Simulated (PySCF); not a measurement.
# EuF2 at several levels of theory

Computed with PySCF 2.14.0 (density fitting, no spin-orbit coupling) at the geometry relaxed with PBE0:

```xyz
3
EuF2 (singlet in the valence; each metal's 4f electrons, 7 of them, lie in its core potential, out of spins and levels)
Eu    0.0000    0.0000   -0.2617
F     1.8468    0.0000    0.7778
F    -1.8468    0.0000    0.7778
```

```csv
level,basis,state,HOMO (eV),gap (eV),charge on Eu1 (e),population of f-type functions on Eu1 (polarisation alone where 4f lies in the core),dipole about the centre of mass (D),largest force component (eV/Å)
PBE0,"Eu lcecp-0-SVP with ECP53, F def2-SVP",singlet,–,–,1.05,0.05,6.33,0.00
M06-L,the same,singlet,–,–,1.10,0.04,6.37,0.27
PBE0,"Eu lcecp-0-TZVP with ECP53, F def2-TZVP",singlet,–,–,1.26,0.06,6.67,0.10
```

In the lcecp rows the 4f levels are missing from HOMO and gap, and the state counts the valence alone.

Charges are Mulliken's, which hang on the basis. The relaxation used the grid (50, 194), these runs (75, 302) or, all-electron (x2c bases, spin-free X2C Hamiltonian), (99, 590).

Question: What does r2SCAN with Eu lcecp-0-SVP with ECP53, F def2-SVP give here?

Answer: state singlet, charge on Eu1 (e) 1.02, population of f-type functions on Eu1 (polarisation alone where 4f lies in the core) 0.04, dipole about the centre of mass (D) 6.23, largest force component (eV/Å) 0.20. Time: 2.1 s on 2 threads of Arm Neoverse V1, with other jobs on the host, from an already converged density.

An lcecp potential fixes the number of 4f electrons, so in runs with it no electron can move into or out of that shell.
